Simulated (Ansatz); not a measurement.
Orthosilicic acid from Hartree–Fock to CCSD(T)

```xyz
9

O    -0.884   -0.622    1.221
Si    0.000    0.000    0.000
O    -0.692   -0.523   -1.381
O     1.560   -0.471   -0.060
O     0.015    1.616    0.220
H    -1.228   -1.507    1.094
H    -0.151   -0.490   -2.171
H     2.169   -0.013    0.521
H    -0.790    2.011    0.556
```

Charge 0, multiplicity 1. Geometry: relaxed with PBE0-D4/def2-TZVP. It is one conformer, not always the lowest. Frozen core, restricted reference, Ansatz 0.2.0. CBS rows extrapolate triple and quadruple zeta.

```
      basis     HF (Eh)  MP2 corr.  CCSD corr.       (T)  CCSD(T) total
   def2-SVP  -590.59051   -0.83279    -0.85518  -0.01645     -591.46214
 def2-TZVPP  -591.10586   -1.07429    -1.08575         ?              ?
 def2-QZVPP  -591.13060          ?    -1.16516         ?              ?
  CBS(def2)  -591.13401   -1.23058    -1.22399  -0.04788     -592.40588
cc-pV(D+d)Z  -590.94718   -0.83904           ?  -0.01725              ?
cc-pV(T+d)Z  -591.09413   -1.07843    -1.08865  -0.03754     -592.22032
cc-pV(Q+d)Z  -591.12516   -1.16668    -1.16775  -0.04324     -592.33615
    CBS(cc)  -591.13451   -1.22951    -1.22406  -0.04730     -592.40587
```

Task: Fill in the withheld values. (Estimate.)

Result: Computed: def2-TZVPP (T): -0.03717; def2-TZVPP CCSD(T) total: -592.22878; def2-QZVPP MP2 corr.: -1.16408; def2-QZVPP (T): -0.04332; def2-QZVPP CCSD(T) total: -592.33908; cc-pV(D+d)Z CCSD corr.: -0.86002; cc-pV(D+d)Z CCSD(T) total: -591.82445.
